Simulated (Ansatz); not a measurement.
Computed with Ansatz.

A structure relaxed at PBE0-D4/def2-TZVP, charge 0, multiplicity 1:

```xyz
8

B    -0.424    1.535    0.476
Si    0.642   -0.067    0.152
B    -0.107   -1.516   -0.889
O    -0.178   -1.616    0.429
H     0.049    2.622    0.317
H    -1.590    1.439    0.713
H     2.055   -0.178    0.589
H    -0.447   -2.218   -1.786
```

Task: Give its formula and SMILES.

Result: B2H4OSi, `B[SiH]1BO1`.

Task: Summarise the bond lengths by kind.

Result: 2 × B–Si 1.935 to 1.952 Å; 3 × B–H 1.189 to 1.195 Å; 1 × O–Si 1.774 Å; 1 × H–Si 1.482 Å; 1 × B–O 1.324 Å.
